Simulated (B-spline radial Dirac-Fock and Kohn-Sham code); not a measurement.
How the levels of lead move as electrons are removed

Calculated with an atomic code on a B-spline grid, using Dirac-Fock ΔSCF + Breit + QED. Each ion is free and in its tabulated ground configuration. Correlation energy is missing from these numbers.

Reference: Pb⁹⁺, [Xe] 4f14 5d5, with K (1s) 88160.3 eV, N1 (4s) 1056.7 eV, N4 (4d3/2) 595.5 eV, O3 (5p3/2) 229.7 eV, O4,5 (5d) 159.5 eV, Kα1 (K-L3) 74964.7 eV, Kβ1 (K-M3) 84929.8 eV, Lα1 (L3-M5) 10551.7 eV. Shifts from it, in eV (a dash: the subshell is empty, belongs to an open shell averaged over j, or its hole state is left out as unreliable):

| ion | configuration | K (1s) | N1 (4s) | N4 (4d3/2) | O3 (5p3/2) | O4,5 (5d) | Kα1 | Kβ1 | Lα1 |
| --- | --- | --- | --- | --- | --- | --- | --- | --- | --- |
| Pb¹⁰⁺ | [Xe] 4f14 5d4 | +24.8 | +23.9 | +23.7 | +20.4 | +20.1 | -0.05 | +0.46 | +0.47 |
| Pb¹¹⁺ | [Xe] 4f14 5d3 | +50.6 | +48.5 | +48.1 | +41.3 | +40.6 | -0.10 | +1.00 | +1.00 |
| Pb¹²⁺ | [Xe] 4f14 5d2 | +77.3 | +73.8 | +73.2 | +62.7 | +61.7 | -0.14 | +1.61 | +1.59 |
| Pb¹³⁺ | [Xe] 4f14 5d1 | +104.8 | +99.9 | +99.0 | +84.5 | +83.4 | -0.16 | +2.31 | +2.25 |
| Pb¹⁴⁺ | [Xe] 4f14 | +133.2 | +126.7 | +125.5 | +106.8 | – | -0.18 | +3.10 | +2.97 |

Over this range K (1s) moves by +133.2 eV and Kα1 by -0.2 eV: a line is a difference of two levels that shift in the same direction.
